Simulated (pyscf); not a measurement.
Elementary routes open to H₂C=CH–CH₂⁻ (SMILES C=C[CH2-]) in the gas phase (singlet surface):
A. C₃H₅- (SMILES [CH-]1CC1) (none broken; C–C formed)
B. H₂C=C⁻–CH₃ (SMILES C=[C-]C) (C–H broken; C–H formed)

Optimised with ωB97X-D3(BJ)/def2-SVPD in PySCF. MP2 and CC: frozen core, UHF for open shells. ΔMP2 is the change of the MP2 total energy from the triple- to the quadruple-zeta basis.

Task: Rank the routes by free-energy barrier at 1200 K, lowest first, for CCSD(T)/def2-TZVPPD + ΔMP2(QZVPPD) energies (ideal gas, 1 atm, RRHO with modes under 100 cm⁻¹ raised to 100, one conformer, R ln 2 for rigid chiral ones).

Result: B (56.6 kcal/mol), A (59.0 kcal/mol)

Route B is the fastest of these, ahead of the next by 2.4 kcal/mol. The most stable products are those of B (ΔG = +14.3 kcal/mol), so kinetics and thermodynamics agree. At 298 K B is still the fastest. Only these routes are compared; each barrier is that of the saddle found, and lower ones may exist. The CCSD(T) − MP2 part came from Ansatz, without density fitting, on the same reference.
